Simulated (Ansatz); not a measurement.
Molecule: C$_{5}$H$_{11}$O, charge 0, multiplicity 2. It need not be the lowest isomer of its formula. SMILES: CC[CH][C@H](C)O
Geometry from a B3LYP-D3(BJ)/def2-TZVP (Ansatz, a first-principles code) optimisation:
```
C
H 1 1.0830
C 1 1.4845 2 117.42
H 3 1.1038 1 108.68 2 -135.40
O 3 1.4292 4 109.43 1 -117.34
H 5 0.9630 3 108.43 4 -67.10
C 1 1.4865 2 120.09 3 174.58
H 7 1.0944 1 109.94 2 175.00
H 7 1.0978 8 106.00 1 118.57
C 3 1.5355 4 107.50 5 -120.38
H 10 1.0907 3 109.99 4 178.58
H 10 1.0913 11 108.77 3 -121.61
H 10 1.0943 11 108.88 12 -117.07
C 7 1.5386 8 109.27 9 116.19
H 14 1.0912 7 111.03 8 61.88
H 14 1.0915 15 107.68 7 -121.35
H 14 1.0922 15 108.28 16 -116.61
```
Charge 0, spin multiplicity 2.

Computed values are from Ansatz. Cores are frozen in the correlated levels unless marked. UHF or UKS for open shells. No spin-orbit coupling. No relativistic terms. CBS(X,Y): correlation extrapolated as X^-3; Hartree-Fock from the larger set. [CCSD(T)-MP2]/basis is that difference in the basis named.

```yaml
atomisation energy De: 6647.1 kJ/mol at RI-MP2/CBS(cc-pVTZ,cc-pVQZ)+[CCSD(T)-MP2]/cc-pVTZ
total_energy: -271.9923 Eh at RI-MP2/CBS(cc-pVTZ,cc-pVQZ)+[CCSD(T)-MP2]/cc-pVTZ
dipole_moment: 1.70 D at CCSD(T)/aug-cc-pVDZ
T1 diagnostic: 0.011 at CCSD/cc-pVTZ
```
